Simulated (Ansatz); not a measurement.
# Cost against result

Saddle point of SiH4Cl2F2, closed shell (SiH₂Cl₂ ([Cl][SiH2][Cl]) + HF + HF → SiH₂ClF ([F][SiH2][Cl]) + HCl + HF; bonds formed: Si1–F7, Cl2–H8, H6–F9; bonds broken: Si1–Cl2, H6–F7, H8–F9), PBE0-D4/def2-TZVP structure:

```csv
atom,x (Å),y (Å),z (Å)
Si1,-0.9331,0.5063,-0.3193
Cl2,1.3506,0.6561,-0.6621
H3,-1.6233,-0.4684,-1.1770
H4,-1.4270,1.2154,0.8699
Cl5,-1.0988,2.1493,-1.6550
H6,0.7103,-1.3311,1.0139
F7,-0.4797,-0.8606,0.7627
H8,1.7732,-0.4347,0.1786
F9,1.7279,-1.4324,0.9883
```

Barriers are electronic and count from the start structure reached by relaxing down the imaginary mode.

Program: Ansatz 0.2.0. Basis: as named in each row. Cores are frozen in the correlated methods. B3LYP uses VWN-RPA correlation. Extrapolation: Hartree–Fock as exp(−7.88 √X), correlation as X^−2.97.

Times are rough, for one single point on 8 threads of a shared host (Intel Xeon).

The estimate by CCSD(T) at an estimated basis limit (MP2 extrapolated from triple and quadruple zeta, plus CCSD(T) − MP2 in triple zeta) is 1.175 eV.

```csv
method,basis,time (s),barrier (eV),method less estimate
HF,STO-3G,under 1,1.542,0.367
PBE-D4,STO-3G,under 1,-1.256,-2.432
B3LYP-D4,6-31G,2,0.801,-0.375
SPW92,def2-SVP,2,0.138,-1.037
PBE-D4,def2-SVP,2,0.620,-0.556
PBE0-D4,def2-SVP,3,0.839,-0.336
wB97M-V,def2-SVP,6,0.864,-0.312
PBE-D4,def2-TZVPP,6,0.798,-0.377
BLYP-D4,def2-TZVPP,7,0.930,-0.245
CCSD(T),def2-SVP,8,1.234,0.058
SPW92,def2-TZVPP,8,0.315,-0.861
PBE0-D4,def2-TZVPP,8,0.978,-0.197
r2SCAN-D4,def2-TZVPP,8,0.863,-0.313
B3LYP-D4,def2-TZVPP,9,1.048,-0.127
r2SCAN0-D4,def2-TZVPP,11,1.003,-0.172
BHLYP-D4,def2-TZVPP,11,1.236,0.061
CAM-B3LYP-D4,def2-TZVPP,11,1.009,-0.167
RPA on PBE,def2-TZVPP,11,1.135,-0.040
PBE-QIDH,def2-TZVPP,12,1.100,-0.075
B97M-V,def2-TZVPP,13,1.093,-0.082
B2PLYP,def2-TZVPP,13,1.118,-0.058
wB97X-V,def2-TZVPP,14,1.065,-0.110
wB97M-V,def2-TZVPP,16,1.032,-0.144
MP2,def2-QZVPP,28,1.129,-0.047
CCSD(T),def2-TZVPP,130,1.183,0.007
```

All methods are single points on the PBE0-D4 structures; a negative value means that the method puts the saddle structure below the start.

T1 diagnostic: at most 0.011.

Labels in which every atom is bracketed show which atoms are joined, not bond orders.
